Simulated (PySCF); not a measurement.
**A barrier at the coupled-cluster level**

Start structure (BH₂ClO₂, singlet), relaxed at PBE0-D4/def2-TZVP:

```xyz
6
angstrom
B 0.0943 0.2301 -0.0602
O -0.0280 -0.8346 0.7718
O -0.4781 0.2282 -1.2813
H -0.9539 -0.5894 -1.4557
Cl 1.0117 1.6644 0.4263
H 0.4216 -0.7181 1.6114
```

The step: BH₂ClO₂ ([OH][B]([OH])[Cl]) → BClO + H₂O (still joined by a long B–O bond); bonds formed: O2–H4; bonds broken: O3–H4; bonds weakened to dative contacts: B1–O2. Program: PySCF 2.14 with density fitting (its default auxiliary sets; JK sets also for MP2 and CCSD(T)). Basis: def2-TZVPP and def2-QZVPP. Cores are frozen in the correlated methods. Extrapolation: Hartree–Fock as exp(−7.88 √X), correlation as X^−2.97. Energies below are by CCSD(T) at an estimated basis limit (MP2 extrapolated from triple and quadruple zeta, plus CCSD(T) − MP2 in triple zeta).

(1) What are the electronic barrier and the energy of the step, from the start structure to the end structure? (An estimate is asked for; the value comes from the calculation.)

No T1 diagnostic of these runs exceeds 0.015.

Answers

(1) Computed: Barrier 240.2 kJ/mol; step energy 199.2 kJ/mol (uphill); reverse barrier, their difference, 41.0 kJ/mol. Barrier and step energy count from the start structure, the reverse barrier from the end structure.

The saddle point: One imaginary mode of 1255i cm⁻¹.
```csv
pair,start (Å),saddle (Å),end (Å)
O2–H4,2.42,1.12,0.97
B1–O2,1.36,1.56,1.68
O3–H4,0.96,1.44,2.40
```

Zero-point energy (harmonic, PBE0-D4): ZPE is 93.3 kJ/mol at the start and 79.9 kJ/mol at the saddle, so the barrier goes from 240.2 to 226.8 kJ/mol.

First-order rate constant out of the start structure at 698 K by transition-state theory, with harmonic vibrational free energies alone and no tunnelling: ΔA‡ = 228.6 kJ/mol, so k = (kB T/h) exp(−ΔA‡/kB T) ≈ 10^-4 s⁻¹ (an order of magnitude at best: rotation, the number of equivalent paths and anharmonicity are left out).

Labels in which every atom is bracketed show which atoms are joined, not bond orders.

For scale, one of the runs: CCSD(T)/def2-TZVPP, 163 basis functions, launched by `OMP_NUM_THREADS=4 python run.py`. The run took 2.8 min on 4 CPU threads of an Arm Neoverse V1 (shared host), with 1.4 GiB of host memory at its peak.
